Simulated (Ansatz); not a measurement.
`C[Si](F)(F)Cl` + NH₃ → `C[Si](N)(F)Cl` + H–F at 600 K and 1 bar (ligand exchange at the Si–F bond).

Program: Ansatz. Geometries: PBE0-D4/def2-TZVP. ΔE: electronic, gas phase. CBS: MP2 limit from def2 TZ/QZ plus the TZ coupled-cluster correction, frozen cores. This one scheme is used for every species. Each species was taken in one conformer, which may not be the lowest.

```tsv
species	CCSD(T)/CBS energy (Eh)	H − E (kJ/mol)	S (J/(mol·K))
`C[Si](F)(F)Cl`	-988.51588	172.4	415.4
NH₃	-56.50880	112.4	219.5
`C[Si](N)(F)Cl`	-944.59780	242.5	447.2
H–F	-100.39570	42.3	194.0
```

H − E and S are ideal-gas, rigid-rotor, harmonic terms from PBE0-D4/def2-TZVP, for one conformer and one mirror image of each species. 1 Eh = 2625.50 kJ/mol, R = 8.31446 J/(mol·K).

Task: By hand: ΔE, ΔH, ΔS and ΔG.

Result: ΔE = (-944.59780) + (-100.39570) − (-988.51588) − (-56.50880) = 0.03118 Eh = 81.9 kJ/mol. Δ(H − E) = 242.5 + 42.3 − 172.4 − 112.4 = 0.0, so ΔH = 81.9 kJ/mol. ΔS = 447.2 + 194.0 − 415.4 − 219.5 = 6.3 J/(mol·K). ΔG = 81.9 − 600 × (6.3)/1000 = 78.1 kJ/mol.

Task: By hand: the equilibrium constant, and the temperature at which ΔG would vanish if ΔH and ΔS stayed fixed.

Result: log₁₀ K = −ΔG/(RT ln 10) = -6.8. ΔG = 0 at ΔH/ΔS = 13000 K, far beyond where these terms or the molecules hold.

The number of gas molecules stays the same, so ΔS is small and ΔH decides. A doubt of 5 kJ/mol in ΔE shifts log₁₀ K by 0.4 here. Other conformers and mirror images would add mixing entropy, several J/(mol·K) or more a flexible species. These are equilibria of isolated gas molecules and say nothing of rates. Largest T1 diagnostic: 0.011 (customary marks: 0.02 for closed shells, 0.045 for open ones).
